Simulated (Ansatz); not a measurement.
```yaml
crystal:
  periodic: [false, false, false]
  atoms:
    - {symbol: Se, position_ang: [-1.351258, 0.707568, -1.603173]}
    - {symbol: Si, position_ang: [0.129227, 0.417880, 0.072921]}
    - {symbol: B, position_ang: [1.320209, -1.052129, 0.197178]}
    - {symbol: O, position_ang: [0.137575, -1.167097, 0.818765]}
    - {symbol: H, position_ang: [-2.336666, 1.377367, -0.742631]}
    - {symbol: H, position_ang: [-0.077914, 1.447855, 1.113540]}
    - {symbol: H, position_ang: [2.240027, -1.799445, 0.097801]}
basis:
  gaussian: {orbitals: "6-31G*"}
hamiltonian: {xc: {name: HF}}
correlation: {method: mp2, frozen_orbitals: {Se: 9}}
accuracy: high
output: {forces: true}
```

```sh
$ ansatz run in.yaml --threads 2 --pin off --events-out ev --progress --plain --max-ram 4352MiB
```

Shortened log:

```
Functional definition: HF
Error: "frozen_orbitals" has no count for Si
```

Question: Something in this input is off. What?

Answer: Frozen orbitals are typed for one element alone, and the program wants a count for each. The program refused the input.
